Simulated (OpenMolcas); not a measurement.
**Multiconfigurational calculation on Ni³⁺**

Input:

```
&GATEWAY
Coord
1

Ni 0.0 0.0 0.0
Basis=ANO-R2
Group=XYZ
NoMove
AngMom=0.0 0.0 0.0
AMFI
&SEWARD
* reference wave functions (RASSCF and RASSI steps not shown): 7 electrons in 5 orbitals (3d)
>>> COPY JOB001 $Project.JobIph
&CASPT2
Multistate=10 1 2 3 4 5 6 7 8 9 10
Frozen=2 3
IPEA=0.25
Imaginary=0.1
MaxIter=60
WThr=0.0 0.3 0.05
PrWF=0.5
NoMix
>>> COPY JOB002 $Project.JobIph
&CASPT2
Multistate=40 1 2 3 4 5 6 7 8 9 10 11 12 13 14 15 16 17 18 19 20 21 22
23 24 25 26 27 28 29 30 31 32 33 34 35 36 37 38 39 40
Frozen=2 3
IPEA=0.25
Imaginary=0.1
MaxIter=60
WThr=0.0 0.3 0.05
PrWF=0.5
NoMix
```

Output, cut to the results:

```
--- CASPT2 ---
Orbital specifications:
      -----------------------

      Symmetry species                           1   2
                                                ag  au
      Frozen orbitals                            2   3
      Inactive orbitals                          1   3
      Active orbitals                            5   0
      Secondary orbitals                        27  23
      Deleted orbitals                           0   0
      Number of basis functions                 35  29
Type of calculation                        MS-CASPT2
      Fock operator                              state-specific
      IPEA shift                                 0.25
      Real shift                                 0.00
      Imaginary shift                            0.10
      The input orbitals will be transformed to quasi-canonical
Reference energy:       -1517.0698170695
      E2 (Non-variational):      -0.5421195299
      Shift correction:          -0.0000656814
      E2 (Variational):          -0.5421852113
      Total energy:           -1517.6120022808
      Residual norm:              0.0000002984
      Reference weight:           0.95183
      Contributions to the CASPT2 correlation energy
      Active & Virtual Only:         -0.1901180721
      One Inactive Excited:          -0.2594682425
      Two Inactive Excited:          -0.0925332154
Reference energy:       -1517.0698170695
      E2 (Non-variational):      -0.5445307248
      Shift correction:          -0.0000676094
      E2 (Variational):          -0.5445983342
      Total energy:           -1517.6144154037
      Residual norm:              0.0000002673
      Reference weight:           0.95119
      Contributions to the CASPT2 correlation energy
      Active & Virtual Only:         -0.1914761231
      One Inactive Excited:          -0.2602942133
      Two Inactive Excited:          -0.0927603884
::    CASPT2 Root  1     Total energy:  -1517.61200228
::    CASPT2 Root  2     Total energy:  -1517.61441540
::    CASPT2 Root  3     Total energy:  -1517.61026444
::    CASPT2 Root  4     Total energy:  -1517.61253729
::    CASPT2 Root  5     Total energy:  -1517.61079582
::    CASPT2 Root  6     Total energy:  -1517.61018647
::    CASPT2 Root  7     Total energy:  -1517.61115299
::    CASPT2 Root  8     Total energy:  -1517.53204853
::    CASPT2 Root  9     Total energy:  -1517.53204854
::    CASPT2 Root 10     Total energy:  -1517.53204853
::    MS-CASPT2 Root  1     Total energy:  -1517.61472067
::    MS-CASPT2 Root  2     Total energy:  -1517.61286741
::    MS-CASPT2 Root  3     Total energy:  -1517.61209771
::    MS-CASPT2 Root  4     Total energy:  -1517.61122987
::    MS-CASPT2 Root  5     Total energy:  -1517.61061333
::    MS-CASPT2 Root  6     Total energy:  -1517.61038684
::    MS-CASPT2 Root  7     Total energy:  -1517.60948230
::    MS-CASPT2 Root  8     Total energy:  -1517.53204400
::    MS-CASPT2 Root  9     Total energy:  -1517.53203444
::    MS-CASPT2 Root 10     Total energy:  -1517.53202373
--- CASPT2 ---
Orbital specifications:
      -----------------------

      Symmetry species                           1   2
                                                ag  au
      Frozen orbitals                            2   3
      Inactive orbitals                          1   3
      Active orbitals                            5   0
      Secondary orbitals                        27  23
      Deleted orbitals                           0   0
      Number of basis functions                 35  29
Type of calculation                        MS-CASPT2
      Fock operator                              state-specific
      IPEA shift                                 0.25
      Real shift                                 0.00
      Imaginary shift                            0.10
      The input orbitals will be transformed to quasi-canonical
Reference energy:       -1516.9709286332
      E2 (Non-variational):      -0.5545964066
      Shift correction:          -0.0000679133
      E2 (Variational):          -0.5546643199
      Total energy:           -1517.5255929531
      Residual norm:              0.0000001216
      Reference weight:           0.95003
      Contributions to the CASPT2 correlation energy
      Active & Virtual Only:         -0.1962824858
      One Inactive Excited:          -0.2639123805
      Two Inactive Excited:          -0.0944015403
Reference energy:       -1516.9709286332
      E2 (Non-variational):      -0.5545260011
      Shift correction:          -0.0000678787
      E2 (Variational):          -0.5545938799
      Total energy:           -1517.5255225130
      Residual norm:              0.0000001221
      Reference weight:           0.95004
      Contributions to the CASPT2 correlation energy
      Active & Virtual Only:         -0.1962481780
      One Inactive Excited:          -0.2638627353
      Two Inactive Excited:          -0.0944150879
::    CASPT2 Root  1     Total energy:  -1517.52559295
::    CASPT2 Root  2     Total energy:  -1517.52552251
::    CASPT2 Root  3     Total energy:  -1517.52553252
::    CASPT2 Root  4     Total energy:  -1517.52561752
::    CASPT2 Root  5     Total energy:  -1517.52557220
::    CASPT2 Root  6     Total energy:  -1517.52554992
::    CASPT2 Root  7     Total energy:  -1517.52556776
::    CASPT2 Root  8     Total energy:  -1517.52550120
::    CASPT2 Root  9     Total energy:  -1517.52552348
::    CASPT2 Root 10     Total energy:  -1517.49543168
::    CASPT2 Root 11     Total energy:  -1517.49756631
::    CASPT2 Root 12     Total energy:  -1517.49818768
::    CASPT2 Root 13     Total energy:  -1517.49628764
::    CASPT2 Root 14     Total energy:  -1517.50364597
::    CASPT2 Root 15     Total energy:  -1517.49475645
::    CASPT2 Root 16     Total energy:  -1517.49404368
::    CASPT2 Root 17     Total energy:  -1517.49525372
::    CASPT2 Root 18     Total energy:  -1517.49515960
::    CASPT2 Root 19     Total energy:  -1517.49688966
...
```

Levels above the lowest, from the spin-orbit matrix with the multistate effective Hamiltonian, averaged by term, added to it:

```json
{"Configuration": "3d7", "Term": "4F", "J": "9/2", "E (cm-1)": "0.0", "Measured (cm-1)": "0.0", "g": "1.333", "Term weight %": "100"}
{"Configuration": "3d7", "Term": "4F", "J": "7/2", "E (cm-1)": "1156", "Measured (cm-1)": "1190", "g": "1.238", "Term weight %": "100"}
{"Configuration": "3d7", "Term": "4F", "J": "5/2", "E (cm-1)": "1993", "Measured (cm-1)": "2042", "g": "1.029", "Term weight %": "100"}
{"Configuration": "3d7", "Term": "4F", "J": "3/2", "E (cm-1)": "2560", "Measured (cm-1)": "2621", "g": "0.400", "Term weight %": "100"}
{"Configuration": "3d7", "Term": "4P", "J": "5/2", "E (cm-1)": "18220", "Measured (cm-1)": "18119", "g": "1.600", "Term weight %": "100"}
{"Configuration": "3d7", "Term": "4P", "J": "3/2", "E (cm-1)": "18450", "Measured (cm-1)": "18367", "g": "1.701", "Term weight %": "92"}
{"Configuration": "3d7", "Term": "4P", "J": "1/2", "E (cm-1)": "19090", "Measured (cm-1)": "18958", "g": "2.607", "Term weight %": "97"}
{"Configuration": "3d7", "Term": "2G", "J": "9/2", "E (cm-1)": "19520", "Measured (cm-1)": "19830", "g": "1.108", "Term weight %": "98"}
{"Configuration": "3d7", "Term": "2G", "J": "7/2", "E (cm-1)": "20610", "Measured (cm-1)": "20948", "g": "0.889", "Term weight %": "100"}
{"Configuration": "3d7", "Term": "2P", "J": "3/2", "E (cm-1)": "23370", "Measured (cm-1)": "23649", "g": "1.317", "Term weight %": "83"}
{"Configuration": "3d7", "Term": "2P", "J": "1/2", "E (cm-1)": "24330", "Measured (cm-1)": "24651", "g": "0.730", "Term weight %": "97"}
{"Configuration": "3d7", "Term": "2H", "J": "11/2", "E (cm-1)": "26850", "Measured (cm-1)": "26649", "g": "1.091", "Term weight %": "100"}
{"Configuration": "3d7", "Term": "2D(1)", "J": "5/2", "E (cm-1)": "27000", "Measured (cm-1)": "27096", "g": "1.202", "Term weight %": "99"}
{"Configuration": "3d7", "Term": "2H", "J": "9/2", "E (cm-1)": "27840", "Measured (cm-1)": "27678", "g": "0.913", "Term weight %": "98"}
{"Configuration": "3d7", "Term": "2D(1)", "J": "3/2", "E (cm-1)": "28640", "Measured (cm-1)": "28778", "g": "0.849", "Term weight %": "91"}
{"Configuration": "3d7", "Term": "2F", "J": "5/2", "E (cm-1)": "43450", "Measured (cm-1)": "43438", "g": "0.858", "Term weight %": "100"}
{"Configuration": "3d7", "Term": "2F", "J": "7/2", "E (cm-1)": "43950", "Measured (cm-1)": "43859", "g": "1.143", "Term weight %": "100"}
{"Configuration": "3d7", "Term": "2D(2)", "J": "3/2", "E (cm-1)": "68480", "Measured (cm-1)": "67360", "g": "0.800", "Term weight %": "100"}
{"Configuration": "3d7", "Term": "2D(2)", "J": "5/2", "E (cm-1)": "69070", "Measured (cm-1)": "67990", "g": "1.200", "Term weight %": "100"}
```

Against the 18 measured excited levels shown (Corliss and Sugar, J. Phys. Chem. Ref. Data 10, 197 (1981)) the mean absolute deviation is 260 cm-1; the largest miss in energy is 3d7 2D 3/2(2): computed 68480, measured 67360 cm-1 (+1.7 %), and the largest in proportion 3d7 4F 7/2 (-2.8 %).

CASPT2 breaks the degeneracy within a term, and the mean is taken; among the terms shown or strongly mixed into the levels shown the widest spread is 1200 cm-1 (3d7 4F). The CASPT2 spread within a term exceeds the gap to the next term for 3d7 2H and 3d7 2D(1), so the order of their levels is uncertain. Computed and measured levels are paired by configuration, term and J; levels that our copy of the source lacks, or whose pairing is in doubt (as where it misses far off the trend of its configuration), stay unpaired and out of the deviations. Only configurations of the active space appear.

The term weight is that of the spin-free term in the level, not the purity of its configuration. A number in round brackets counts repeated terms of one configuration in the order of the reference energies.
